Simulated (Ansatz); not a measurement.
Results of the Gaussian-basis code of Ansatz.

`F[Si]1(Cl)CCO1` at its PBE0-D4/def2-TZVP geometry, where that method's forces vanish. The species carries charge 0 and has multiplicity 1.

```tsv
atom	x (Å)	y (Å)	z (Å)
F1	0.178	0.875	2.314
Si2	-0.196	0.868	0.776
Cl3	-0.658	2.791	0.319
C4	0.853	-0.132	-0.373
C5	-0.454	-0.944	-0.514
O6	-1.353	-0.226	0.384
H7	1.677	-0.682	0.079
H8	1.187	0.351	-1.289
H9	-0.364	-1.977	-0.173
H10	-0.869	-0.924	-1.522
```

Question: For each bond, give half the difference of the two atoms' forces along it (eV/Å; positive pushes the atoms apart) under PBE-D4, r2SCAN-D4, B3LYP-D4, ωB97M-V in def2-TZVPP. (Estimate.)

Answer: The calculation gave: 
```csv
bond,length (Å),PBE-D4,r2SCAN-D4,B3LYP-D4,ωB97M-V
F1–Si2,1.583,0.47,0.04,0.10,0.10
Si2–Cl3,2.030,0.06,0.04,0.09,0.00
Si2–C4,1.850,-0.02,0.01,0.08,0.00
Si2–O6,1.640,0.43,0.07,0.06,0.00
C4–C5,1.545,0.01,0.11,0.24,0.18
C4–H7,1.089,0.07,-0.05,-0.10,-0.08
C4–H8,1.088,0.06,-0.05,-0.10,-0.08
C5–O6,1.459,0.40,0.36,0.34,0.23
C5–H9,1.091,0.08,-0.08,-0.18,-0.16
C5–H10,1.091,0.08,-0.08,-0.18,-0.15
```

B3LYP here is the variant with VWN-RPA as its local correlation; programs differ in this.
